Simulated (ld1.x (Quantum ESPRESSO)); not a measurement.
Logarithmic derivatives: zinc, TM

- Element: zinc (Zn)
- Generator: ld1.x (Quantum ESPRESSO) 7.5
- Type: norm-conserving Troullier–Martins (Kleinman–Bylander form)
- Functional: revPBE
- Relativity: scalar-relativistic
- Frozen core: [Ar]
- Valence charge: 12
- Reference configuration: 3d10 4s2 4p0
- Partial waves: 4s (bound): rc 1.65 bohr; 4p (bound, empty): rc 2.45 bohr; 3d (bound): rc 1.10 bohr; 4f channel at 0.2 Ry: rc 2.65 bohr
- Local potential: all-electron potential smoothed inside 2.35 bohr (lloc = -1)
- Core correction: none

The phase is arctan(r·u′/u) with u = r·R(r), unwrapped; energies in Ry, scanned from -3 to 5 Ry. A pole is an energy at which the radial function vanishes at the test radius. The pseudo phase is shifted by a multiple of π to meet the all-electron one at the reference energy, and phase errors are pseudo minus all-electron; the curves can meet again beyond the range given. Levels narrower than the energy grid can be missing from the lists of poles.

Problem. For each channel, where are the poles, and over which energies does the pseudopotential scatter like the atom?

Solution.

```csv
channel,radius (bohr),reference energy (Ry),"poles, all-electron","poles, pseudo",unbroken range about the reference energy with phases within 0.05 rad,phase error 1 Ry above the reference energy (rad)
s,2.91,-0.43,0.44,"0.43, 4.70",below 2.0,-0.003
p,2.91,-0.08,1.36,1.32,below 2.6,-0.005
d,2.91,-0.74,"-0.70, 3.05","-0.70, 3.43",below 0.6,+0.017
f,2.91,0.20,4.16,4.23,the whole range,+0.000
```

Phases in the p channel:

| E (Ry) | all-electron | pseudo |
| --- | --- | --- |
| -3.00 | 1.360 | 1.360 |
| -2.52 | 1.338 | 1.337 |
| -2.04 | 1.306 | 1.306 |
| -1.56 | 1.259 | 1.258 |
| -1.08 | 1.176 | 1.175 |
| -0.60 | 0.985 | 0.984 |
| -0.12 | 0.260 | 0.260 |
| 0.36 | -1.064 | -1.066 |
| 0.84 | -1.427 | -1.431 |
| 1.32 | -1.563 | -1.570 |
| 1.80 | -1.648 | -1.661 |
| 2.28 | -1.726 | -1.754 |
| 2.76 | -1.825 | -1.902 |
| 3.24 | -2.012 | -2.346 |
| 3.72 | -2.595 | -3.858 |
| 4.20 | -3.890 | -4.410 |
| 4.68 | -4.356 | -4.567 |
